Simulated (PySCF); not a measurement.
**TDDFT excited states: [C6H12P]+**

C₆H₁₂P (charge +1).
InChI=1S/C6H11P/c1-3-6-4-7-5(6)2/h3,5-7H,1,4H2,2H3/p+1/t5-,6-/m1/s1

Computed with PySCF 2.14.0, density-fitted response routines, TDDFT CAM-B3LYP/def2-SVPD, vertical, gas phase, core orbitals frozen in the response. Geometry: GFN2-xTB, one conformer, isolated ion. Torsions of this conformer, `[CH2:1]=[CH:2][C@@H:3]1[CH2:4][PH2+:5][C@@H:6]1[CH3:7]`: C1–C2–C3–C4 -134°.

Question: What does the calculation give for the low-lying excited states?

Answer: 

| state | λ (nm) | E (eV) | f | main configurations (H = HOMO, L = LUMO) |
| --- | --- | --- | --- | --- |
| S1 | 206.7 | 6.00 | 0.061 | H→L (98%) |
| S2 | 177.4 | 6.99 | 0.016 | H→L+1 (62%), H→L+2 (32%) |
| S3 | 172.7 | 7.18 | 0.0076 | H→L+2 (64%), H→L+1 (27%) |
| S4 | 168.3 | 7.37 | 0.021 | H-2→L (88%) |
| S5 | 163.7 | 7.57 | 0.019 | H-1→L (79%) |
| S6 | 160.3 | 7.73 | 0.308 | H→L+4 (65%), H→L+3 (22%) |
| S7 | 159.1 | 7.79 | 0.133 | H→L+3 (65%), H→L+4 (24%) |
| S8 | 156.5 | 7.92 | 0.0029 | H-3→L (77%) |

Triplets, Tamm–Dancoff:

```csv
state,E (eV),λ (nm),"main configurations (H = HOMO, L = LUMO)"
T1,4.46,277.9,"H→L+4 (77%), H→L (11%)"
T2,5.94,208.6,"H→L (84%), H→L+4 (10%)"
T3,6.72,184.5,"H-2→L (70%), H-3→L (12%)"
```

The lowest singlet lies at 6.00 eV (207 nm, ultraviolet) and is of moderate strength; its leading configuration is HOMO→LUMO (98%). The most intense listed level is S6 at 7.73 eV (160 nm, f = 0.308), 1.73 eV above S1. Löwdin shares by element: HOMO carbon 84% or more (atoms not listed hold the other 16%); LUMO phosphorus 40%, carbon 25% or more, hydrogen 12% or more (atoms not listed hold the other 24%). Weighted by f, the mean energy of these states is 7.52 eV. The oscillator strengths of these states sum to 0.569; summed over the whole spectrum of an exact calculation they would give the number of electrons, 62 (Thomas–Reiche–Kuhn). Orbital energies (eV): HOMO-3 -15.60, HOMO-2 -15.29, HOMO-1 -15.01, HOMO -12.90, LUMO -4.41, LUMO+1 -3.30, LUMO+2 -3.12. Only the lowest 8 singlets were computed, as vertical energies without vibronic structure.
